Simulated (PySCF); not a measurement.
Si(H)2(OMe)(PH2) (CH7OPSi), SMILES P[SiH2]OC.

The structure is a stationary point at B3LYP-D3(BJ)/def2-SVP. One conformer was computed; it need not be the lowest.

All values below come from TDA-PBE/def2-SVPD (PySCF 2.14.0).

Vertical excitations. The molecule is in vacuum.

Problem. Estimate the UV-visible absorptions. (An estimate is asked for; the answer gives what the named calculation found.)

Solution. 
| state | energy (eV) | λ (nm) | f | main pairs |
|---|---|---|---|---|
| S1 | 5.68 | 218 | 0.017 | HOMO→LUMO 86 % |
| S2 | 5.91 | 210 | 0.006 | HOMO→LUMO+1 87 % |
| S3 | 6.07 | 204 | 0.003 | HOMO→LUMO+2 83 %, HOMO−1→LUMO 14 % |
| S4 | 6.23 | 199 | 0.010 | HOMO−1→LUMO 66 %, HOMO→LUMO+3 21 % |
| S5 | 6.49 | 191 | 0.058 | HOMO−1→LUMO+1 46 %, HOMO→LUMO+3 25 %, HOMO−1→LUMO 12 % |
| S6 | 6.62 | 187 | 0.077 | HOMO−1→LUMO+1 33 %, HOMO→LUMO+3 24 %, HOMO−1→LUMO+2 17 %, HOMO−2→LUMO 7 % |
| S7 | 6.74 | 184 | 0.063 | HOMO−1→LUMO+2 46 %, HOMO−2→LUMO 24 %, HOMO→LUMO+3 8 % |
| S8 | 6.83 | 182 | 0.018 | HOMO−2→LUMO 60 %, HOMO−1→LUMO+2 26 % |
| S9 | 6.84 | 181 | 0.023 | HOMO→LUMO+4 90 % |
| S10 | 6.93 | 179 | 0.048 | HOMO−1→LUMO+3 76 %, HOMO−2→LUMO+1 16 % |
| T1 | 5.14 | 241 | 0 | HOMO→LUMO 89 % |
| T2 | 5.41 | 229 | 0 | HOMO→LUMO+1 84 % |
| T3 | 5.70 | 218 | 0 | HOMO→LUMO+2 81 % |
| T4 | 5.88 | 211 | 0 | HOMO→LUMO+3 78 % |
Triplets are in the Tamm–Dancoff approximation.
